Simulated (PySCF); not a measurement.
## Two-dimensional NMR puzzle

Compound of formula C₇H₈ClFO. Correlations simulated from computed shifts and the bond graph:

HSQC (one-bond C–H):
```tsv
δH	δC
8.63	140.8
6.18	133.5
6.13	133.5
2.85	30.2
1.22	15.6
```

COSY cross peaks (H two or three bonds apart, from the bond graph; peaks can be absent where the dihedral angle is near 90°):
```tsv
δH	δH
8.63	6.18
8.63	6.13
6.18	6.13
2.85	1.22
```

HMBC (two and three bonds, from the bond graph):
```tsv
δH	δC
8.63	171.7, 133.5, 126.4, 30.2
6.18	171.7, 140.8
6.13	171.7, 140.8
2.85	171.7, 140.8, 126.4, 15.6
1.22	171.7, 30.2
```

Carbons without hydrogens: δ 171.7, 161.6, 126.4.

Method: NMR shieldings at PBE0/pcSseg-1/GIAO, structure optimised with GFN2-xTB, in PySCF 2.14 (relativity neglected, equivalent nuclei averaged, one computed conformer, gas phase).

Shifts are taken against calculated references (same method and geometry level): ¹H, ¹³C vs TMS.

Exchangeable hydrogens are left out of these lists.

Task: Which molecule is this?

Result: SMILES C=C/C(CC)=C(/Cl)C(=O)F.

Numbering as in the mapped SMILES `[CH2:1]=[CH:2]/[C:3]([CH2:4][CH3:5])=[C:6](/[Cl:7])[C:8](=[O:9])[F:10]` (H(Xn): hydrogen on atom n). Ha(C1) is cis to C3; Hb(C1) is trans to C3.

- δC 171.7 is C3, a β carbon of a C=C–C=O unit.
- δC 161.6 is C8, a carbonyl carbon.
- δC 140.8 is C2, an alkene CH (δH 8.63).
- δC 133.5 is C1, a terminal =CH2 carbon (δH 6.13, 6.18).
- δC 126.4 is C6, an α carbon of a C=C–C=O unit.
- δC 30.2 is C4, an allylic sp3 CH2 (δH 2.85).
- δC 15.6 is C5, a methyl carbon (δH 1.22).
- HMBC from δH 8.63 reaches the proton-free carbons C3, C6.
- HMBC from δH 6.18 reaches the proton-free carbon C3.
- HMBC from δH 6.13 reaches the proton-free carbon C3.
- HMBC from δH 2.85 reaches the proton-free carbons C3, C6.
- COSY links 8.63–6.18, 8.63–6.13, 6.18–6.13, 2.85–1.22.

The shifts were computed for this structure.

Carbons that carry Cl, above all several Cl atoms, come out too deshielded, partly because spin–orbit coupling is missing. Shifts are as computed. Against solution values, carbons near 30 ppm lie about +3 ppm off and those near 130 ppm about +5 ppm; carbons on Cl a further +6 ppm. Of 1211 compounds with measured shifts, 218 miss one by over three times the rms of a fit or turn the order of signals round; such compounds aren't used in these exercises.
